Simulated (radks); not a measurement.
The numbers below are computed, except where a source is named.
The europium ion Eu7+, configuration [Kr] 4d10 4f5 5s2 5p3. Level of theory: scalar-relativistic Kohn-Sham, exchange-only LDA, spin-polarised, spherical densities, point nucleus; open shells are filled with parallel spins first (spin-orbit coupling, left out, can overturn this in heavy ions) (a radial shooting solver on a logarithmic mesh with Libxc functionals).

Unscreened Slater integrals over Kohn-Sham orbitals (cm^-1). They are taken over the spin-up orbitals.

F0(4f,4f): 255910
F2(4f,4f): 124160
F4(4f,4f): 78390
F6(4f,4f): 56533
F0(4f,5p): 167950
F2(4f,5p): 60411
G2(4f,5p): 28699
G4(4f,5p): 23272
F0(4f,5s): 181730
G3(4f,5s): 32838
F0(4f,4d): 277340
F2(4f,4d): 134980
F4(4f,4d): 86604
G1(4f,4d): 159030
G3(4f,4d): 100390
G5(4f,4d): 71123
F0(5p,5p): 141060
F2(5p,5p): 77042
F0(5p,5s): 147780
G1(5p,5s): 100670
F0(5p,4d): 173760
F2(5p,4d): 53307
G1(5p,4d): 15460
G3(5p,4d): 15277
F0(5s,5s): 156020
F0(5s,4d): 189020
G2(5s,4d): 21368
F0(4d,4d): 305740
F2(4d,4d): 155530
F4(4d,4d): 104130

Derived for the open shells (J is the average intra-shell exchange parameter used in DFT+U). 4f: F4/F2 = 0.631, F6/F2 = 0.455, J = (286 F2 + 195 F4 + 250 F6)/6435 = 10090 cm^-1. 5p: J = F2/5 = 15410 cm^-1.
